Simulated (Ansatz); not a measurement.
Frontier orbitals of CH₆OS₂Si (`OC([SiH3])(S)S`).

Z-matrix (Å, degrees):
```
C
Si 1 1.924
S 1 1.821 2 106.3
O 1 1.415 2 109.8 3 -120.7
S 1 1.802 2 106.7 3 122.5
H 2 1.483 1 111.2 3 -65.9
H 2 1.481 1 107.6 3 172.4
H 2 1.486 1 106.3 3 54.2
H 3 1.345 1 97.0 2 166.8
H 4 0.964 1 107.0 2 82.1
H 5 1.346 1 95.8 2 173.4
```

Charge 0, multiplicity 1. Geometry: relaxed with PBE0-D4/def2-TZVP. It is one conformer, not always the lowest. Basis def2-TZVPP, Ansatz 0.2.0.

Orbital energies of one run (eV). Highest occupied ones, from the top: -6.96, -7.67, -8.34, -9.36, -9.98, -9.99, -10.54, -11.62, -12.02, -13.14, -14.15, -15.72, -17.62, -20.62. Empty: -0.62, 0.33, 0.47, 0.98, 1.06, 1.20.

Problem. Which functional gave them?
A. ωB97X-V
B. PBE0
C. B97M-V
D. ωB97M-V

Solution. B. HOMO energies: PBE0 -6.96, ωB97X-V -9.33, ωB97M-V -9.15, B97M-V -6.13 eV.
